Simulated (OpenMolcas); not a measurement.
## Ions of charge +3 along the 4f row with 6 oxide ligands in octahedral coordination

```json
{"Program": "OpenMolcas 26.06", "Method": "CASSCF", "Spin-orbit coupling": "state interaction with AMFI integrals over the reference wave functions"}
```

The f shell is active. Anionic complexes are neutralised by point charges behind the ligands. Distances were set from a Shannon-type radius of the metal (high-spin where two are listed) plus a fixed donor radius (O 1.38 Å). Ligand basis ANO-RCC-VDZP, DKH2 Hamiltonian. States (labels of O, the rotations of Oh). Energies in cm-1 above the lowest state or level, χT in cm3 K/mol; under a threefold ground state the first gap can be a small split of the lowest multiplet, not the spin-orbit step. Free-ion χT is g² J(J+1) / 8 for Hund's level.

```tsv
Ion	Shell	R (Å)	Metal basis	Outer charge (e at Å behind ligand)	Ground state	First state of that spin	First gap with spin-orbit (degeneracies)	Width of lowest J	χT at 300 K	Free-ion χT
Ce3+	4f1	2.39	ANO-RCC-VDZP	1.5 at 2.6	2A2	2T2 702.5	798.5 (2, 4)	799	0.458	0.804
Pr3+	4f2	2.37	ANO-RCC-VDZP	1.5 at 2.6	3T1	3T2 327.4	231.6 (1, 3)	770	1.423	1.600
Nd3+	4f3	2.36	ANO-RCC-VDZP	1.5 at 2.8	4A2	4T2 30.6	9.0 (2, 4)	238	1.638	1.636
Pm3+	4f4	2.35	ANO-RCC-VDZP	1.5 at 2.8	5A1	5T1 53.3	217.7 (3, 2)	283	0.945	0.900
Sm3+	4f5	2.34	ANO-RCC-VDZP	1.5 at 2.4	6T1	6E 133.9	163.4 (2, 4)	163	0.305	0.089
Eu3+	4f6	2.33	ANO-RCC-VDZP	1.5 at 3.2	7T1	7T2 533.7	362.5 (1, 3)		1.348	0
Gd3+	4f7	2.32	ANO-RCC-VDZP	1.5 at 3.2	8A1				7.851	7.875
Tb3+	4f8	2.3	ANO-RCC-VDZP	1.5 at 2.6	7A2	7T2 389.9	39.1 (1, 3)	411	11.537	11.812
Ho3+	4f10	2.28	ANO-RCC-VDZP	1.5 at 2.4	5A2	5T2 38.0	4.5 (2, 3)	207	13.822	14.062
Er3+	4f11	2.27	ANO-RCC-VDZP	1.5 at 2.8	4A1	4T1 34.8	53.0 (4, 4)	248	11.328	11.475
```

The rows also differ in their outer charges, so part of each step comes from that.

χT departs most from the free-ion value for Eu3+, by +1.348 cm3 K/mol.

The oxide ions are held by bare point charges, a crude embedding. Without dynamic correlation the ligand-field splitting of an f shell can come out too small, at times by half (holds for Pr3+; Nd3+; Pm3+; Sm3+; Eu3+; Tb3+; Ho3+; Er3+). High states are left out of the spin-orbit mixing, which shifts the levels that they would mix with (holds for Nd3+; Pm3+; Sm3+; Eu3+; Tb3+; Ho3+; Er3+). No quartet enters the spin-orbit mixing, so the splitting and order within the octet and the sextets are unsound, and g values and χT are rough (holds for Gd3+). A group larger than the point group allows holds several states that coincide in this model. No measured value stands beside these numbers; the geometry is a model, was not optimised and need not be the one that this ion takes.
